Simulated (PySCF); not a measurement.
F₃Ge, SMILES [F][Ge]([F])[F] (connectivity only; charge and spin as stated), charge +1, multiplicity 1. Atoms are numbered in the order given.

```xyz
4

F      1.6687     0.0000     0.0000
Ge     0.0000     0.0000     0.0000
F     -0.8343     1.4451     0.0000
F     -0.8343    -1.4451     0.0000
```
Charge +1, spin multiplicity 1.

Geometry: B3LYP-D3(BJ)/def2-SVP. The spin state was assumed, not searched. The isomer is the one that the SMILES or the coordinates give; other isomers of the formula were not compared.

Method: B3LYP-D3(BJ)/def2-SVP (PySCF 2.14.0).

Frequencies are harmonic and unscaled.

Modes within 1.5 cm⁻¹ of each other (mostly degenerate sets) share a row, with their intensities summed.

Question: Give all harmonic wavenumbers and intensities. (The exact figures need the calculation; the answer reports its results.)

Answer: 
```tsv
mode	ν (cm⁻¹)	IR (km/mol)	moving atoms (share of kinetic energy)
1–2	210	55.0	F 84 %, Ge 16 %
3	213	46.6	F 56 %, Ge 44 %
4	745	0.0	F 100 %
5–6	875	110.9	F 72 %, Ge 28 %
```
